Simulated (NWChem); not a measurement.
System: HfH2I2; SMILES [HfH2]([I])[I]

Results from NWChem. Medium grid unless said otherwise, to which SCAN and Minnesota functionals are sensitive. The geometry was optimised at PBE0/def2-SVP. def2 effective core potentials on I, Hf; no spin-orbit coupling. Hybrids' shares of exact exchange are those that their runs print; pure functionals count as 0. The functionals differ in more than this share.

```
row              share of exact exchange  orbital gap (eV)
---------------  -----------------------  ----------------
PBE/def2-SVP                        0.00              3.73
PW91/def2-SVP                       0.00              3.71
B3LYP/def2-SVP                      0.20          withheld
MN15/def2-SVP                       0.44              6.54
M05-2X/def2-SVP                     0.56              7.72
```

Problem. Fit a straight line of the last column on the one before it, predict the withheld value, and compare with the run.

Solution. 
1. Means of the 4 shown rows: x = 0.250, y = 5.425. Slope Σ(x − x̄)(y − ȳ)/Σ(x − x̄)² = 1.776/0.2572 = 6.904; intercept 3.699.
2. The shown rows scatter about the line by 0.126 (root mean square); the largest residual is -0.20, at MN15/def2-SVP.
3. At x = 0.20 (B3LYP/def2-SVP; inside the shown range) the line gives 5.08.
4. The run gives 5.17, +0.09 from the line, 0.7 times the scatter.
